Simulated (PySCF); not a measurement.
C2H6F2OSi, SMILES F[SiH](OCC)F.

The structure is a stationary point at ωB97X-D3(BJ)/def2-SVP. The structure was generated by enumeration, and PubChem lists no compound with its InChIKey, so it may never have been made. One conformer was computed; it need not be the lowest.

The numbers are results of TDDFT-PBE/def2-SVPD run with PySCF, not measurements.

Vertical excitations. 

| state | energy (eV) | λ (nm) | f | main pairs |
|---|---|---|---|---|
| S1 | 7.18 | 173 | 0.000 | HOMO→LUMO 100 % |
| S2 | 7.63 | 163 | 0.004 | HOMO→LUMO+2 92 % |
| S3 | 7.65 | 162 | 0.036 | HOMO→LUMO+1 88 % |
| S4 | 7.88 | 157 | 0.040 | HOMO−1→LUMO 94 % |
| S5 | 7.97 | 156 | 0.002 | HOMO→LUMO+3 95 % |
| S6 | 8.14 | 152 | 0.003 | HOMO−1→LUMO+1 100 % |
| S7 | 8.29 | 150 | 0.006 | HOMO→LUMO+4 99 % |
| S8 | 8.36 | 148 | 0.012 | HOMO−1→LUMO+2 98 % |
| S9 | 8.61 | 144 | 0.029 | HOMO→LUMO+5 99 % |
| S10 | 8.65 | 143 | 0.018 | HOMO−1→LUMO+3 96 % |
| T1 | 7.06 | 176 | 0 | HOMO→LUMO 99 % |
| T2 | 7.26 | 171 | 0 | HOMO→LUMO+1 99 % |
| T3 | 7.46 | 166 | 0 | HOMO→LUMO+2 92 % |
| T4 | 7.72 | 161 | 0 | HOMO−1→LUMO 99 % |
Triplets are in the Tamm–Dancoff approximation, which puts them higher than full response would, so one can lie above its singlet here.
